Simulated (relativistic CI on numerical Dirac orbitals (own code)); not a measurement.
## Hyperfine structure of Tb13+, mass number 159

Method of calculation: Dirac-Coulomb-Breit CI, orbitals from a KLI potential per configuration, a model potential for QED, unscaled Slater integrals (own radial code, finite nucleus).

Configuration list (outside the closed core [Kr] 4d10): 4f⁴5s², 4f⁶, 4f⁵5s, 4f²5s²5p², 4f³5s²5p, 4f²5s²5d², 4f³5s²5d, 4f²5s²5p5d, 4f³5s²6s, 4f²5s²5d6s, 4f²5s²6s². Levels of other configurations are missing.

Nuclear spin I = 3/2, μ = 2.009 μN, Q = 1.432 b (tables of Stone and Pyykkö). The electronic factors are computed for point nuclear moments, without core polarisation or the Bohr-Weisskopf and QED corrections.

```tsv
Level	E (cm⁻¹)	A (MHz)	B (MHz)
4f⁴5s² ⁵I4	0.0	2195	-936
4f⁴5s² ⁵I5	3419.1	1722	-876
4f⁴5s² ⁵I6	7031.9	1467	-889
4f⁴5s² ⁵I7	10716.1	1328	-942
4f⁴5s² ⁵I8	14399.9	1257	-1030
4f⁴5s² ⁵F1	24946.6	3772	335
4f⁴5s² ⁵F2	25736.2	1890	469
4f⁴5s² ⁵F3	27745.2	1316	357
```

Levels with J = 0, under 50 % of one LS term, or S terms without an open s electron are left out. Small factors come from cancelling terms and can be off by tens of per cent or more.

At this charge transitions that keep the count of f electrons are usually good to a few per cent. Terms inside the open d or f shell come out 10 to 20 % too wide with unscaled integrals. Levels and lines within the n = 5 or 6 shells can be off by up to 10 % or somewhat more, and those that change n by about 2 %, since core polarisation is missing. Levels that differ in their count of f electrons can be misplaced by several ten thousand cm⁻¹, since the correlation energy of f electrons is missing or only estimated; rates across such gaps can be off by orders of magnitude.

Q: Give the hyperfine levels of 4f⁴5s² ⁵I4 relative to its centre of gravity.

A: With K = F(F + 1) − I(I + 1) − J(J + 1), E = AK/2 + B[¾K(K + 1) − I(I + 1)J(J + 1)]/[2I(2I − 1)J(2J − 1)]: F = 5/2: -16920, F = 7/2: -8596, F = 9/2: 1507, F = 11/2: 12940 MHz.

LS names give the leading component of a level, which can be under half, so a name can repeat, a term be missing and a line seem to break the LS rules.
